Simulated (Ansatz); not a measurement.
## SiH2O2F2 (SMILES O[Si](O)(F)F): methods side by side

SiH2O2F2: 7 atoms, total charge 0, spin state singlet. SMILES: `O[Si](O)(F)F`. The shape was relaxed beforehand at PBE0/def2-SVP. This is one conformer, not always the lowest.

```xyz
7

O    -1.1402    0.4480    0.9042
Si   -0.0098   -0.0176   -0.1659
O     1.3411   -0.3896    0.6565
F    -0.4794   -1.2825   -1.0413
F     0.2321    1.1507   -1.2445
H    -1.8359    1.0335    0.5929
H     1.9534   -1.0106    0.2525
```

Quantity: the dissociation energy of the F5–Si2 bond into doublet F and doublet SiH2O2F (shapes relaxed at PBE0/def2-SVP, no zero-point term), in eV. The values are calculated.

| level | kind | program | value (eV) | less CCSD(T)/def2-SVP | CPU time (all runs) |
| --- | --- | --- | --- | --- | --- |
| SVWN5/def2-SVP | LDA | Ansatz | 7.92 | +1.14 | 3 s |
| PBE/def2-SVP | GGA | Ansatz | 6.94 | +0.16 | 4.6 s |
| PBE0-D4/def2-SVP | global hybrid | Ansatz | 6.84 | +0.06 | 6.7 s |
| wB97M-V/def2-SVP | range-separated hybrid | Ansatz | 7.18 | +0.40 | 27 s |
| B2PLYP/def2-SVP | double hybrid | Ansatz | 6.90 | +0.12 | 11 s |
| RPA@PBE/def2-SVP | RPA | Ansatz | 6.22 | -0.56 | 9.5 s |
| MP2/def2-SVP | perturbation theory | Ansatz | 7.07 | +0.29 | 3.3 s |
| CCSD(T)/def2-SVP | coupled cluster or CI | Ansatz | 6.78 | 0.00 | 24 s |

Differences are taken from CCSD(T)/def2-SVP for orientation; it has basis-set and higher-order errors of its own. The values span 6.22 to 7.92 eV. Measured bond enthalpies also hold zero-point and thermal terms, a few tenths of an eV less. CPU times are rough (shared hosts, several kinds of processor): they show what a rung costs within a factor of a few.
